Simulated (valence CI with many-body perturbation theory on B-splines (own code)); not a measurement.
**E1 transitions of W⁶¹⁺**

Calculated by valence CI with perturbative core correlation (CI+MBPT): three valence electrons over a frozen Dirac-Fock core [Ne], a basis of 11 s, 11 p, 9 d, 7 f, 5 g, 2 h, 1 i functions for each j, with the one-electron correlation potential Σ1 (screened to all orders), the two-electron term Σ2, the three-electron term Σ3, Breit, model QED; selected single and double excitations, second order for the rest (own B-spline code, finite nucleus).

The last digits are not significant, and no measured levels were compared; by estimate large intervals hold to a few tenths of a per cent, small ones and those within an open d or f shell to about a per cent.

Lines 201 to 250 of 252 in falling wavelength, among levels below 1460.0 eV, chosen from the strongest by gf and those to the six lowest levels. Wavelengths and rates use the calculated energies. Electric multipoles are in the length gauge, E1 and E2 with the static RPA response of the core. Weak lines are less certain than strong ones. Lines between different terms over intervals too small for the method are left out, as are lines whose strength nearly cancels. The highest levels of a list are the least certain.

Levels are named by their leading jj configuration (3d3/2^4 stands for four electrons in 3d with j = 3/2), which in mixed levels can hold well under half, so a name can repeat and another be missing. Letters in brackets count levels of one name in rising energy.

```
λ vac (nm)                          Upper                       Lower   A (s⁻¹)  S (a.u.) with core polarisation  S without
     1.907     (3s 3p3/2 3d5/2) J=3/2 [a]  (3s 3p1/2 3p3/2) J=3/2 [b]  1.19e+11                         1.63e-03   1.65e-03
     1.906          (3p1/2^2 3d5/2) J=5/2          (3s^2 3p3/2) J=3/2  1.03e+08                         2.11e-06   2.15e-06
     1.882     (3s 3p3/2 3d5/2) J=5/2 [a]      (3s 3p1/2 3p3/2) J=5/2  9.09e+10                         1.79e-03   1.82e-03
     1.857     (3s 3p3/2 3d5/2) J=7/2 [a]      (3s 3p1/2 3p3/2) J=5/2  1.01e+11                         2.55e-03   2.59e-03
     1.848     (3s 3p3/2 3d5/2) J=3/2 [a]      (3s 3p1/2 3p3/2) J=5/2  4.42e+08                         5.50e-06   5.60e-06
     1.841         (3s 3p1/2 3d5/2) J=3/2          (3s 3p1/2^2) J=1/2  2.94e+11                         3.62e-03   3.68e-03
     1.836         (3s 3p3/2 3d5/2) J=1/2  (3s 3p1/2 3p3/2) J=3/2 [b]  8.77e+10                         5.36e-04   5.44e-04
     1.831     (3s 3p3/2 3d5/2) J=5/2 [a]  (3s 3p1/2 3p3/2) J=3/2 [a]  2.16e+09                         3.93e-05   3.99e-05
     1.807     (3s 3p3/2 3d5/2) J=3/2 [b]  (3s 3p1/2 3p3/2) J=3/2 [b]  1.17e+08                         1.37e-06   1.38e-06
     1.805     (3s 3p3/2 3d5/2) J=7/2 [b]      (3s 3p1/2 3p3/2) J=5/2  2.63e+10                         6.11e-04   6.21e-04
     1.801     (3s 3p3/2 3d5/2) J=5/2 [b]  (3s 3p1/2 3p3/2) J=3/2 [b]  4.64e+10                         8.03e-04   8.15e-04
     1.799     (3s 3p3/2 3d5/2) J=3/2 [a]  (3s 3p1/2 3p3/2) J=3/2 [a]  4.06e+10                         4.67e-04   4.74e-04
     1.753     (3s 3p3/2 3d5/2) J=3/2 [b]      (3s 3p1/2 3p3/2) J=5/2  3.51e+10                         3.73e-04   3.79e-04
     1.748     (3s 3p3/2 3d5/2) J=5/2 [b]      (3s 3p1/2 3p3/2) J=5/2  2.36e+10                         3.73e-04   3.79e-04
     1.735         (3s 3p3/2 3d5/2) J=1/2  (3s 3p1/2 3p3/2) J=3/2 [a]  8.23e+08                         4.25e-06   4.32e-06
     1.710     (3s 3p3/2 3d5/2) J=3/2 [b]  (3s 3p1/2 3p3/2) J=3/2 [a]  2.22e+09                         2.19e-05   2.22e-05
     1.704     (3s 3p3/2 3d5/2) J=5/2 [b]  (3s 3p1/2 3p3/2) J=3/2 [a]  1.54e+10                         2.25e-04   2.28e-04
     1.392  (3p1/2 3p3/2 3d3/2) J=5/2 [a]          (3s^2 3p3/2) J=3/2  6.15e+07                         4.91e-07   5.01e-07
     1.380          (3p1/2 3p3/2^2) J=3/2          (3s 3p1/2^2) J=1/2  4.18e+07                         2.17e-07   2.20e-07
     1.358                (3p3/2^3) J=3/2  (3s 3p1/2 3p3/2) J=3/2 [b]  3.05e+09                         1.51e-05   1.53e-05
     1.357             (3s 3p3/2^2) J=1/2          (3s^2 3p1/2) J=1/2  7.22e+09                         1.78e-05   1.80e-05
     1.355          (3p1/2 3p3/2^2) J=1/2          (3s 3p1/2^2) J=1/2  5.63e+09                         1.38e-05   1.40e-05
     1.353          (3p1/2^2 3d3/2) J=3/2          (3s^2 3p1/2) J=1/2  9.04e+08                         4.42e-06   4.50e-06
     1.346             (3s 3p3/2^2) J=3/2          (3s^2 3p1/2) J=1/2  1.31e+09                         6.32e-06   6.41e-06
     1.339     (3s 3p3/2 3d3/2) J=3/2 [a]          (3s 3p1/2^2) J=1/2  1.32e+09                         6.26e-06   6.36e-06
     1.336     (3s 3p3/2 3d3/2) J=1/2 [a]          (3s 3p1/2^2) J=1/2  1.48e+09                         3.49e-06   3.54e-06
     1.333  (3p1/2 3p3/2 3d3/2) J=5/2 [b]          (3s^2 3p3/2) J=3/2  2.21e+08                         1.55e-06   1.59e-06
     1.327                (3p3/2^3) J=3/2      (3s 3p1/2 3p3/2) J=5/2  2.34e+09                         1.08e-05   1.10e-05
     1.302                (3p3/2^3) J=3/2  (3s 3p1/2 3p3/2) J=3/2 [a]  8.95e+08                         3.90e-06   3.95e-06
     1.294             (3s 3d3/2^2) J=3/2          (3s^2 3p3/2) J=3/2  1.23e+07                         5.26e-08   5.32e-08
     1.290     (3s 3p3/2 3d3/2) J=3/2 [b]          (3s 3p1/2^2) J=1/2  1.06e+08                         4.51e-07   4.58e-07
     1.276             (3s 3d3/2^2) J=5/2          (3s^2 3p3/2) J=3/2  9.73e+08                         5.99e-06   6.09e-06
     1.266     (3s 3p3/2 3d3/2) J=1/2 [b]          (3s 3p1/2^2) J=1/2  5.16e+07                         1.03e-07   1.06e-07
     1.250  (3p1/2 3p3/2 3d5/2) J=3/2 [a]          (3s^2 3p3/2) J=3/2  7.86e+07                         3.03e-07   3.08e-07
     1.245  (3p1/2 3p3/2 3d5/2) J=5/2 [a]          (3s^2 3p3/2) J=3/2  5.80e+07                         3.31e-07   3.36e-07
     1.213     (3s 3p3/2 3d5/2) J=3/2 [a]          (3s 3p1/2^2) J=1/2  1.13e+09                         3.96e-06   4.03e-06
     1.210  (3p1/2 3p3/2 3d5/2) J=3/2 [b]          (3s^2 3p3/2) J=3/2  3.47e+07                         1.21e-07   1.23e-07
     1.192     (3s 3d3/2 3d5/2) J=5/2 [a]          (3s^2 3p3/2) J=3/2  8.63e+07                         4.33e-07   4.40e-07
     1.183         (3s 3p3/2 3d5/2) J=1/2          (3s 3p1/2^2) J=1/2  3.87e+09                         6.33e-06   6.44e-06
     1.171     (3s 3p3/2 3d5/2) J=3/2 [b]          (3s 3p1/2^2) J=1/2  1.35e+09                         4.29e-06   4.37e-06
     1.167     (3s 3d3/2 3d5/2) J=5/2 [b]          (3s^2 3p3/2) J=3/2  7.06e+07                         3.33e-07   3.39e-07
     1.162     (3s 3d3/2 3d5/2) J=3/2 [b]          (3s^2 3p3/2) J=3/2  5.22e+08                         1.62e-06   1.64e-06
     1.151         (3s 3d3/2 3d5/2) J=1/2          (3s^2 3p3/2) J=3/2  1.23e+09                         1.85e-06   1.88e-06
    0.9824  (3p1/2 3p3/2 3d3/2) J=3/2 [a]          (3s^2 3p1/2) J=1/2  3.31e+08                         6.19e-07   6.29e-07
    0.9802  (3p1/2 3p3/2 3d3/2) J=1/2 [a]          (3s^2 3p1/2) J=1/2  1.79e+08                         1.67e-07   1.69e-07
    0.9591  (3p1/2 3p3/2 3d3/2) J=3/2 [b]          (3s^2 3p1/2) J=1/2  3.11e+08                         5.42e-07   5.48e-07
    0.9149  (3p1/2 3p3/2 3d5/2) J=3/2 [a]          (3s^2 3p1/2) J=1/2  3.31e+07                         5.00e-08   5.06e-08
    0.8956      (3p1/2 3p3/2 3d5/2) J=1/2          (3s^2 3p1/2) J=1/2  6.51e+09                         4.61e-06   4.69e-06
    0.8933  (3p1/2 3p3/2 3d5/2) J=3/2 [b]          (3s^2 3p1/2) J=1/2  8.75e+09                         1.23e-05   1.25e-05
    0.8795     (3s 3d3/2 3d5/2) J=3/2 [a]          (3s^2 3p1/2) J=1/2  4.29e+08                         5.76e-07   5.83e-07
```
